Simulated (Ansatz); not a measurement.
Basis-set extrapolation for C$_{2}$H$_{6}$BNS, SMILES `CNBC=S` (PBE0-D4/def2-TZVP geometry, frozen core, Ansatz). Multiplicity 1, RHF reference.

|  | def2-TZVPP | def2-QZVPP |
| --- | --- | --- |
| HF | -555.975140 | -555.993814 |
| MP2 correlation | -0.812968 | -0.870147 |
| CCSD(T) correlation | -0.900352 | not run |

Energies in hartree. Use E(X) = E(∞) + A·exp(−7.88·√X) for Hartree–Fock and E(X) = E(∞) + B·X^(−2.97) for correlation, with X = 3 and 4, and add CCSD(T) minus MP2 of the smaller set to the MP2 limit.

Problem. What is the CCSD(T) energy at the basis-set limit?

Solution. HF limit: -555.993814 + (-0.018674) × 0.13774 = -555.99639. MP2 limit: -0.870147 + (-0.057179) × 0.74074 = -0.91250. Higher-order term: -0.900352 − (-0.812968) = -0.08738. Total: -556.99627 hartree, 317.1 kJ/mol below CCSD(T)/def2-TZVPP.
